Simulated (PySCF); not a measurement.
## From orbital energies to the Hartree-Fock energy

System: ammonia (H₃N), singlet, at a GFN2-xTB geometry. Level: PySCF with HF/def2-TZVP. Sums are taken with unrounded values, so a last digit can differ.

Occupied orbital energies (Eh, each doubly occupied): -15.53674, -1.13829, -0.62804, -0.62804, -0.42501. One-electron energy -99.61388 Eh, nuclear repulsion 11.94477 Eh.

Question: Work out the total energy, and say why twice the sum of orbital energies isn't the electronic energy.

Answer: Twice the sum of the occupied levels is -36.71225 Eh. It holds the one-electron energy once and the electron-electron energy twice, since each pair is counted from both sides: 2Σε = E1 + 2 E2. So E2 = (-36.71225 - (-99.61388))/2 = 31.45082 Eh, and E = E1 + E2 + E_nuc = -56.21829 Eh. PySCF's converged energy is -56.21829 Eh.
